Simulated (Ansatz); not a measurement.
`Cl[SiH]1[O][GeH2]1` from Hartree–Fock to CCSD(T)

Z-matrix (Å, degrees):
```
Si
O 1 1.633
Ge 1 2.255 2 56.0
Cl 1 2.039 2 117.0 3 -112.6
H 1 1.478 2 118.0 3 117.3
H 3 1.535 1 124.6 2 82.3
H 3 1.534 1 122.6 2 -84.2
```

The species carries charge 0 and has multiplicity 1. Correlated methods include outer-core shells of Ge, which these sets cover unevenly. Scalar relativity is left out up to krypton. Geometry: relaxed with PBE0-D4/def2-TZVP. Frozen core, restricted reference, Ansatz.

```tsv
basis	HF (Eh)	MP2 corr.
def2-SVP	-2899.89227	-0.63977
def2-TZVPP	-2900.52734	-0.79549
def2-QZVPP	-2900.59517	-1.10765
```

(1) Estimate the CCSD correlation energy and the (T) correction in each basis where they were run (hartree).

## Answers

(1) 
```
     basis  CCSD corr.       (T)
  def2-SVP    -0.66574  -0.01978
def2-TZVPP    -0.82389  -0.03512
```
